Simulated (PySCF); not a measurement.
AlClFHSe. Atoms are numbered in the order given.

```xyz
5

Al    -0.4400     0.6305     0.0000
Cl     0.9149     2.2201     0.0000
F     -2.0665     0.9632     0.0000
Se     0.2903    -1.5460     0.0000
H     -1.1026    -2.0399     0.0000
```

Coordinates come from a B3LYP-D3(BJ)/def2-SVP optimisation. The values are those of a single conformer.

Calculation: TDA-PBE0/def2-SVPD in PySCF.

Vertical excitations.  State labels are in the subgroup Cs.

Problem. Give excitation energies, oscillator strengths and character. (An estimate is asked for; the answer gives what the named calculation found.)

Solution. 
```
state  symmetry  energy (eV)  λ (nm)      f                                              main pairs
-----  --------  -----------  ------  -----  ------------------------------------------------------
S1           A"         5.18     239  0.046                                          HOMO→LUMO 98 %
S2           A"         5.85     212  0.007                                        HOMO→LUMO+2 97 %
S3           A'         6.01     206  0.042                      HOMO→LUMO+1 83 %, HOMO−1→LUMO 13 %
S4           A'         7.05     176  0.122                      HOMO−2→LUMO 59 %, HOMO−1→LUMO 35 %
S5           A"         7.17     173  0.006                    HOMO−1→LUMO+1 56 %, HOMO−3→LUMO 37 %
S6           A"         7.29     170  0.045                    HOMO−3→LUMO 60 %, HOMO−1→LUMO+1 33 %
S7           A'         7.34     169  0.331  HOMO−1→LUMO 37 %, HOMO−2→LUMO 35 %, HOMO−1→LUMO+2 15 %
S8           A"         7.41     167  0.011                                        HOMO→LUMO+4 78 %
S9           A"         7.58     164  0.005                                      HOMO−2→LUMO+1 89 %
S10          A"         7.59     163  0.005                                        HOMO→LUMO+3 91 %
T1           A"         4.79     259      0                                          HOMO→LUMO 94 %
T2           A'         5.16     240      0                                        HOMO→LUMO+1 94 %
T3           A"         5.34     232      0                                        HOMO→LUMO+2 95 %
T4           A'         6.21     200      0                                        HOMO−1→LUMO 86 %
```
Triplets are in the Tamm–Dancoff approximation.
